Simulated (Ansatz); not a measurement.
Reaction (redistribution): `CC[SiH2][SiH2]F` + `Cl[SiH2]CI` → `CC[SiH2]I` + `F[SiH2]C[SiH2]Cl`

Gas-phase electronic energies from Ansatz, PBE0-D4/def2-TZVP geometries. CBS: MP2 limit from def2 TZ/QZ plus the TZ coupled-cluster correction, frozen cores. DFT in def2-TZVPP. B3LYP here is the variant with VWN-RPA as its local correlation; programs differ in this. Elements past krypton have def2 core potentials. For I outer-core shells are correlated without core-valence functions, which leaves a few kJ/mol of doubt a bond. One conformer a species, not always the lowest.

```
             level  ΔE (kJ/mol)  difference from CCSD(T)/CBS
            PBE-D4       -146.8                         14.2
         r2SCAN-D4       -163.5                         -2.5
           PBE0-D4       -157.8                          3.2
          B3LYP-D4       -154.3                          6.7
           ωB97X-V       -160.7                          0.3
           ωB97M-V       -168.2                         -7.2
            B2PLYP       -161.8                         -0.8
               PBE       -148.1                         12.9
            r2SCAN       -163.7                         -2.7
              PBE0       -158.9                          2.1
             B3LYP       -156.6                          4.4
     HF/def2-TZVPP       -176.7                        -15.7
    MP2/def2-TZVPP       -170.9                         -9.9
SCS-MP2/def2-TZVPP       -165.2                         -4.2
   CCSD/def2-TZVPP       -161.8                         -0.8
CCSD(T)/def2-TZVPP       -158.9                          2.1
     HF/def2-QZVPP       -176.8                        -15.8
    MP2/def2-QZVPP       -172.1                        -11.1
SCS-MP2/def2-QZVPP       -166.7                         -5.7
      HF/CBS(def2)       -176.9                        -15.9
     MP2/CBS(def2)       -172.9                        -11.9
    CCSD/CBS(def2)       -163.8                         -2.8
       CCSD(T)/CBS       -161.0                            0
```

Largest T1 diagnostic among the species: 0.011.

From PBE to PBE0 (25 % exact exchange), in def2-TZVPP and without D4, ΔE moves by −10.9 kJ/mol. In def2-TZVPP, CCSD(T) changes the Hartree–Fock value by +17.8 kJ/mol (the triples alone add +2.8 kJ/mol) and MP2 by +5.8 kJ/mol.
